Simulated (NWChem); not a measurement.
# Total energies of germanium monotelluride (GeTe)

```xyz
2

Ge     0.0000     0.0000     1.4649
Te     0.0000     0.0000    -0.9015
```
Charge 0, spin multiplicity 1.

Program: NWChem. All single points use one geometry, from B3LYP/def2-SVP with def2 effective core potentials on Te, a minimum by its harmonic frequencies.

Basis set: def2-TZVP (98 functions).

```
method   total energy (Ha)  relative cost
-------  -----------------  -------------
RHF            -2342.40386              1
MP2            -2343.08489        under 3
B2PLYP         -2344.52456              4
PBE            -2344.74857        under 3
B3LYP          -2345.20045        under 3
r2SCAN         -2345.15651        under 3
CCSD(T)        -2343.08186             60
```

Total energies of different functionals aren't comparable as a measure of quality: only differences taken within one method are. The cost column gives rough processor time relative to RHF; each entry includes its own SCF.

Effective core potentials replace the inner electrons of Te; spin-orbit coupling is left out. The correlated methods keep 13 core orbitals frozen. B3LYP has NWChem's definition, with VWN1-RPA local correlation. Coupled-cluster values serve here as a point of comparison, not as the truth.
